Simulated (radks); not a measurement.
Mn II, 24 electrons, occupied as [Ar] 3d5 4d1 (not the ground configuration). Calculated with a radial shooting solver on a logarithmic mesh with Libxc functionals: scalar-relativistic Kohn-Sham, PW91, spin-unpolarised, spherical densities, finite nucleus; Fermi nuclear charge, rms radius 3.7057 fm.

X-ray form factor f0, the Fourier transform of the density (f0(0) = 24):

sin(theta)/lambda (1/angstrom)  f0 (electrons)
0.05                                    23.188
0.1                                     21.849
0.15                                    20.541
0.2                                     19.068
0.25                                    17.477
0.3                                     15.896
0.4                                     13.062
0.5                                     10.851
0.6                                      9.255
0.8                                      7.376
1                                        6.356
1.25                                     5.388
1.5                                      4.478
2                                        2.958
